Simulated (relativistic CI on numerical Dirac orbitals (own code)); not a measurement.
# d3 in a ligand field

Computed with a parametric ligand-field model of a d^n configuration (Racah B and C, spin-orbit zeta, crystal field), exact diagonalisation.

Field parameters in Wybourne normalisation: Td as Oh with Dq negative (B⁴₀ = 21Dq, B⁴₄ = √(5/14) B⁴₀). The field is a parameter set, without covalency.

B = 640 cm⁻¹, C = 2360 cm⁻¹ (C/B = 3.69), Td, no spin-orbit coupling. Tanabe-Sugano data, E/B above the lowest term (Δ = |10Dq|; b, c mark the second and third term of a kind):

| Δ/B | 4T1 | 4T2 | 4A2 | 2E | 2T2 | 2T1 |
| --- | --- | --- | --- | --- | --- | --- |
| 1.0 | 0.00 | 0.81 | 1.81 | 15.37 | 15.44 | 15.64 |
| 2.8 | 0.00 | 2.31 | 5.11 | 14.63 | 15.97 | 16.20 |
| 4.6 | 0.00 | 3.86 | 8.46 | 13.22 | 16.30 | 16.39 |
| 6.4 | 0.00 | 5.47 | 11.87 | 11.58 | 16.50 | 16.42 |
| 8.2 | 0.00 | 7.09 | 15.29 | 9.89 | 16.60 | 16.39 |
| 10.0 | 0.00 | 8.74 | 18.74 | 8.16 | 16.66 | 16.34 |
| 11.8 | 0.00 | 10.40 | 22.20 | 6.41 | 16.68 | 16.28 |
| 13.6 | 0.00 | 12.09 | 25.68 | 4.65 | 16.69 | 16.22 |
| 15.4 | 0.00 | 13.80 | 29.21 | 2.86 | 16.69 | 16.16 |
| 17.2 | 0.00 | 15.51 | 32.71 | 1.09 | 16.68 | 16.10 |
| 19.0 | 0.68 | 17.92 | 36.92 | 0.00 | 17.35 | 16.74 |
| 20.8 | 2.46 | 21.42 | 42.22 | 0.00 | 19.11 | 18.47 |

The ground term changes from 4T1 to 2E between Δ/B = 17.2 and 19.0.
